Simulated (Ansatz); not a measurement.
SiSe₂. The state is a quintet with charge 0. Geometry PBE-D4/def2-TZVP; atoms count from 1.

Cartesian coordinates in Å:
```
Si -0.589 -0.517 -0.798
Se 0.325 1.552 -0.461
Se 0.264 -1.035 1.259
```

At PBE0-D4/def2-TZVP a singlet of charge 0 lies 3.77 eV below the quintet, each at its own geometry. The structure comes from a short search, and lower isomers may exist.

(1) Estimate the Mulliken populations from the PBE0/def2-TZVP orbitals of Ansatz.

(2) Where does the spin sit?

(3) And the Mayer bond orders between heavy atoms (over 0.3)?

Answers

(1) 
```json
{"atom": "Si1", "charge (e)": "0.06", "spin (α − β)": "1.27"}
{"atom": "Se2", "charge (e)": "-0.03", "spin (α − β)": "1.36"}
{"atom": "Se3", "charge (e)": "-0.03", "spin (α − β)": "1.36"}
```
Mulliken values depend strongly on the basis.

(2) Summed by element: Si 1.27, Se 2.73, of 4 unpaired in all. Largest on single atoms: Se3 1.36, Se2 1.36, Si1 1.27.

(3) Si1–Se2 1.23 (2.29 Å); Si1–Se3 1.23 (2.29 Å); Se2–Se3 0.74 (3.11 Å).
